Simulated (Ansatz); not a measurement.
Single points on the cluster Si₅H₂.

```yaml
crystal:
  periodic: [false, false, false]
  atoms:
    - {symbol: Si, position_ang: [0.561117, -0.104973, -1.422143]}
    - {symbol: Si, position_ang: [0.667805, -1.574252, 0.379671]}
    - {symbol: Si, position_ang: [-1.621667, 0.130028, -0.649394]}
    - {symbol: Si, position_ang: [-0.561120, 0.104965, 1.422140]}
    - {symbol: Si, position_ang: [0.953846, 1.444233, 0.269710]}
    - {symbol: H, position_ang: [1.103609, -0.206561, -2.797788]}
    - {symbol: H, position_ang: [-1.103589, 0.206560, 2.797794]}
basis:
  gaussian: {orbitals: def2-TZVP, initial_orbitals: start.molden}
hamiltonian: {xc: {name: BHLYP}, dispersion: d4}
scf: {omitted_lower_state_checks: [starts]}
output: {orbitals: {seedname: orbitals}}
```

The file start.molden holds the orbitals of an earlier run on this structure, at another level or in another basis.

```sh
$ ansatz run in.yaml --threads 4 --pin off --events-out ev --progress --plain --max-ram 3916MiB
```

Output, abridged:

```
Functional definition: BHLYP
1478 factors; their error is unknown
mean field evaluation 1: about -39418.5243 eV, gradient 1.1e1 eV
mean field evaluation 2: about -39418.6343 eV, gradient 2.2e-1 eV
mean field evaluation 4: about -39418.9909 eV, gradient 1.6e-3 eV
mean field -39418.99085967 eV, -1448.6211949412 hartree, gradient 2.0e-5 eV, S^2 0.000000; 0 other end points of the search recorded, 0 dependent functions left out
reference -39418.99104122 eV, -1448.6212016129 hartree; 36, 36 occupied and 161, 161 virtual orbitals, 1478 factors
Total energy: -39419.73401451 eV, -1448.6485053780 hartree
Checks for a lower state left out: starts
```

Run time 3.3 s (4 threads of Arm Neoverse V2 on a shared host), peak host memory 0.62 GiB.

As the first input, with `hamiltonian: {xc: pbe0, dispersion: d4}` (abridged; 2.6 s):

```
Functional definition: PBE0
mean field -39403.66831691 eV, -1448.0581018809 hartree, gradient 5.5e-5 eV, S^2 0.000000
Total energy: -39404.04141249 eV, -1448.0718128904 hartree
Checks for a lower state left out: starts
```

The first input with `gaussian: {orbitals: 6-31G}`, `hamiltonian: {xc: {name: B3LYP}, dispersion: d4}` (abridged; 0.8 s):

```
Functional definition: B3LYP
mean field -39415.60144606 eV, -1448.4966362885 hartree, gradient 2.0e-5 eV, S^2 0.000000
Total energy: -39416.33700500 eV, -1448.5236675808 hartree
Checks for a lower state left out: starts
```

As the first input, with `hamiltonian: {xc: {name: wB97M-V}}` (abridged; 9 s):

```
Functional definition: wB97M-V
mean field -39417.08134152 eV, -1448.5510214434 hartree, gradient 1.6e-5 eV, S^2 0.000000
Total energy: -39417.08139084 eV, -1448.5510232560 hartree
Checks for a lower state left out: starts
```

First input, but with `gaussian: {orbitals: def2-SVP, initial_orbitals: start.molden}`, `hamiltonian: {xc: pbe, dispersion: d4}` (abridged; 0.8 s):

```
Functional definition: PBE
mean field -39386.78641433 eV, -1447.4377034038 hartree, gradient 1.6e-5 eV, S^2 0.000000
Total energy: -39387.22523734 eV, -1447.4538298522 hartree
Checks for a lower state left out: starts
```

First input, but with `hamiltonian: {xc: {name: B3LYP}, dispersion: d4}` (abridged; 2.6 s):

```
Functional definition: B3LYP
mean field -39422.00341215 eV, -1448.7319042029 hartree, gradient 2.1e-5 eV, S^2 0.000000
Total energy: -39422.73898928 eV, -1448.7589361637 hartree
Checks for a lower state left out: starts
```

As the first input, with `gaussian: {orbitals: def2-TZVPD, initial_orbitals: start.molden}`, `hamiltonian: {xc: r2scan, dispersion: d4}` (abridged; 6.5 s):

```
Functional definition: r2SCAN
mean field -39416.55329852 eV, -1448.5316162213 hartree, gradient 2.1e-5 eV, S^2 0.000000
Total energy: -39416.63922029 eV, -1448.5347737880 hartree
Checks for a lower state left out: starts
```

Geometry: B3LYP-D4/def2-SVP.

B3LYP takes the VWN-RPA correlation. The restricted singlet is unstable towards broken spin symmetry in Hartree–Fock (as tested in another run); at BHLYP-D4/def2-TZVP, PBE0-D4/def2-TZVP, B3LYP-D4/6-31G, ωB97M-V/def2-TZVP and others this wasn't settled. Another isomer (singlet) lies 0.08 eV lower at PBE0-D4/def2-TZVP; other spin states weren't run for this one.
